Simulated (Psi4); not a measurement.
H₂Te, septet, at the geometry of the source list (a higher spin typed on purpose: for a closed-shell molecule this is an excited state) (core potentials on Te); HF/def2-SVP in Psi4.

Psi4 was given this input:
```
memory 2 GB

molecule {
0 7
  Te   -0.00170000    0.78910000    0.00000000
  H    -1.13910000   -0.39800000    0.00000000
  H     1.14080000   -0.39100000    0.00000000
}

set basis def2-svp
set reference uhf

energy('scf')
print_variables()
```

It wrote (shortened):

```
   => Loading Basis Set <=

    Name: DEF2-SVP
    Role: ORBITAL
    Keyword: BASIS

    !!!  WARNING: ECP capability is in beta. Please check occupations closely.  !!!

         ---------------------------------------------------------
                                   SCF
               by Justin Turney, Rob Parrish, Andy Simmonett
                          and Daniel G. A. Smith
                              UHF Reference
         ---------------------------------------------------------

  ==> Geometry <==

    Molecular point group: cs
    Full point group: Cs

    Geometry (in Angstrom), charge = 0, multiplicity = 7:

       Center              X                  Y                   Z               Mass
    ------------   -----------------  -----------------  -----------------  -----------------
         TE          -0.000038961755     0.018084365886     0.000000000000   129.906222748000
         H           -1.137438961755    -1.169015634114     0.000000000000     1.007825032230
         H            1.142461038245    -1.162015634114     0.000000000000     1.007825032230

  Running in cs symmetry.

  Rotational constants: A =      6.43594  B =      6.06248  C =      3.12182 [cm^-1]
  Rotational constants: A = 192944.60608  B = 181748.59898  C =  93589.66579 [MHz]
  Nuclear repulsion =   15.689180772146630

  Charge       = 0
  Multiplicity = 7
  Electrons    = 26
  Nalpha       = 16
  Nbeta        = 10

  ==> Algorithm <==

  SCF Algorithm Type is DF.
  DIIS enabled.
  MOM disabled.
  Fractional occupation disabled.
  Guess Type is SAD.
  Energy threshold   = 1.00e-06
  Density threshold  = 1.00e-06
  Integral threshold = 1.00e-12

  ==> Primary Basis <==

  Basis Set: DEF2-SVP
    Blend: DEF2-SVP
    Number of shells: 16
    Number of basis functions: 36
    Number of Cartesian functions: 38
    Spherical Harmonics?: true
    Max angular momentum: 2

  Core potential: DEF2-SVP
    Number of shells: 4
    Number of ECP primitives: 18
    Number of ECP core electrons: 28
    Max angular momentum: 3

   => Loading Basis Set <=

    Name: (DEF2-SVP AUX)
    Role: JKFIT
    Keyword: DF_BASIS_SCF

  ==> Integral Setup <==

  SCF_SUBTYPE=INCORE selected. In-core MEM_DF algorithm will be used.
  Using in-core AOs.

  ==> MemDFJK: Density-Fitted J/K Matrices <==

    J tasked:                   Yes
    K tasked:                   Yes
    wK tasked:                   No
    Algorithm:                 Core
    Schwarz Cutoff:           1E-12
[...]
   @DF-UHF iter  11:  -267.32251239132802   -1.05831e-06   2.84022e-06 DIIS
   @DF-UHF iter  12:  -267.32251249532283   -1.03995e-07   8.15390e-07 DIIS
  Energy and wave function converged.

  ==> Post-Iterations <==

   @Spin Contamination Metric:   4.973250160E-03
   @S^2 Expected:                1.200000000E+01
   @S^2 Observed:                1.200497325E+01
   @S   Expected:                3.000000000E+00
   @S   Observed:                3.000000000E+00

    Orbital Energies [Eh]
    ---------------------

    Alpha Occupied:

[...]
      12Ap     0.040295

    Alpha Virtual:

[...]
    Beta Occupied:

[...]
       7Ap    -0.689115

    Beta Virtual:

[...]
    Final Occupation by Irrep:
             Ap   App
    DOCC [     7,    3 ]
    SOCC [     5,    1 ]
    NA   [    12,    4 ]
    NB   [     7,    3 ]

  @DF-UHF Final Energy:  -267.32251249532283

   => Energetics <=

    Nuclear Repulsion Energy =             15.6891807721466296
    One-Electron Energy =                -496.4291641938979183
    Two-Electron Energy =                 213.4174709264284786
    Total Energy =                       -267.3225124953228260

  UHF NO Occupations:
  HONO-2 :   10 Ap 1.0000000
  HONO-1 :   11 Ap 1.0000000
  HONO-0 :   12 Ap 1.0000000
  LUNO+0 :   13 Ap 0.0019435
  LUNO+1 :    5App 0.0001481
  LUNO+2 :   14 Ap 0.0001454
  LUNO+3 :    6App 0.0001429

Computation Completed

Properties will be evaluated at   0.000000,   0.000000,   0.000000 [a0]

Properties computed using the SCF density matrix

 Multipole Moments:

 ------------------------------------------------------------------------------------
     Multipole            Electronic (a.u.)      Nuclear  (a.u.)        Total (a.u.)
 ------------------------------------------------------------------------------------

 L = 1.  Multiply by 2.5417464519 to convert [e a0] to [Debye]
 Dipole X            :         -0.0126018            0.0077233           -0.0048785
 Dipole Y            :          3.9645747           -3.5848227            0.3797520
 Dipole Z            :          0.0000000            0.0000000            0.0000000
 Magnitude           :                                                    0.3797833

 ------------------------------------------------------------------------------------

  Variable Map:
  ----------------------------------------------------------------------------
[...]
  Array Variable Map:
  ----------------------------------------------------------------------------
[...]
[...]
```
